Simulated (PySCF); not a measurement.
Zn(OH)2 cation (H2O2Zn), SMILES [OH][Zn][OH] (connectivity only; charge and spin as stated), charge +1, multiplicity 2. Coordinates come from a B3LYP-D3(BJ)/def2-TZVP optimisation. The multiplicity is an assumed one; other spin states were not compared. The isomer is the one that the SMILES or the coordinates give; other isomers of the formula were not compared. One conformer was computed; it need not be the lowest.

All values below come from B3LYP-D3(BJ)/def2-TZVP (PySCF 2.14.0).

Harmonic wavenumbers (cm⁻¹): 141, 143, 446, 547, 621, 683, 727, 3685, 3705. Rotational constants (GHz): 379.7, 4.479, 4.427; symmetry number 2.

**Question.** Work out the zero-point energy and the ideal-gas rigid-rotor harmonic-oscillator thermochemistry at 298.15 K and 1 atm.

**Answer.** ZPE = ½ Σ hcν = ½ × 10698 cm⁻¹ = 63.99 kJ/mol. H − E(el) = 79.53 kJ/mol. Entropy in J/(mol K): translation 166.10, rotation 83.29, vibration 33.21, spin 5.76, total 288.37. G − E(el) = -6.44 kJ/mol. Cp = 70.77 J/(mol K). Modes under 150 cm⁻¹ make the vibrational entropy uncertain.
